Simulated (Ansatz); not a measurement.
CH$_{7}$BO$_{2}$Si, relaxed with RKS PBE-D4/def2-SVP in Ansatz from a rough embedded geometry. The force threshold is 0.03 eV/Å; the program also tests the step.

Charge 0, multiplicity 1. The bonds changed during the relaxation, so this is another structure than the one it started from.

Start:

```xyz
12

B    -0.204    1.539   -0.010
C    -0.364    0.031   -0.193
O    -0.467   -0.229   -1.576
O    -1.476   -0.484    0.561
Si    1.183   -0.799    0.511
H    -0.987    2.221    0.661
H     0.687    2.158   -0.504
H    -0.670   -1.247   -1.603
H    -2.339   -0.122    0.036
H     1.266   -0.479    1.949
H     2.335   -0.320   -0.206
H     1.035   -2.270    0.375
```

| step | energy (eV) | largest force (eV/Å) | largest move (Å) |
| --- | --- | --- | --- |
| 1 | -13779.0662 | 2.218 | 0.000 |
| 2 | -13779.4559 | 1.577 | 0.114 |
| 3 | -13779.5687 | 0.417 | 0.075 |
| 4 | -13779.6321 | 0.396 | 0.200 |
| 5 | -13779.6902 | 0.462 | 0.195 |
| 6 | -13779.7698 | 0.785 | 0.194 |
| 7 | -13779.8800 | 0.984 | 0.195 |
| 8 | -13779.9246 | 2.459 | 0.195 |
| 9 | -13780.2064 | 2.376 | 0.195 |
| 10 | -13780.5102 | 1.133 | 0.200 |
| 11 | -13780.5217 | 1.362 | 0.200 |
| 12 | -13780.7003 | 0.518 | 0.126 |
| 13 | -13780.7101 | 0.840 | 0.200 |
| 14 | -13780.7299 | 0.080 | 0.061 |
| 15 | -13780.7315 | 0.052 | 0.028 |
| 16 | -13780.7339 | 0.091 | 0.068 |
| 17 | -13780.7378 | 0.262 | 0.192 |
| 18 | -13780.7450 | 0.236 | 0.070 |
| 19 | -13780.7591 | 0.277 | 0.195 |
| 20 | -13780.7687 | 0.306 | 0.131 |
| 21 | -13780.7794 | 0.259 | 0.100 |
| 22 | -13780.7832 | 0.318 | 0.145 |
| 23 (rejected) | -13780.7781 | 0.246 | 0.099 |
| 24 | -13780.7940 | 0.144 | 0.049 |
| 25 | -13780.7967 | 0.023 | 0.059 |
| 26 | -13780.7974 | 0.081 | 0.071 |
| 27 | -13780.7974 | 0.093 | 0.035 |
| 28 | -13780.7979 | 0.022 | 0.009 |

End:

```xyz
12

B    -0.066    0.979    0.162
C    -0.838    0.060   -0.802
O    -0.498   -0.173   -2.054
O    -1.894   -0.665   -0.437
Si    1.377   -0.266    0.914
H    -0.771    1.274    1.129
H     0.559    1.877   -0.385
H    -1.093   -0.862   -2.427
H    -2.090   -0.424    0.494
H     2.178    0.467    1.960
H     2.339   -0.769   -0.138
H     0.797   -1.498    1.582
```

Run time 35 s (4 threads of an Arm Neoverse V1 on a shared host); peak host memory 0.16 GiB.
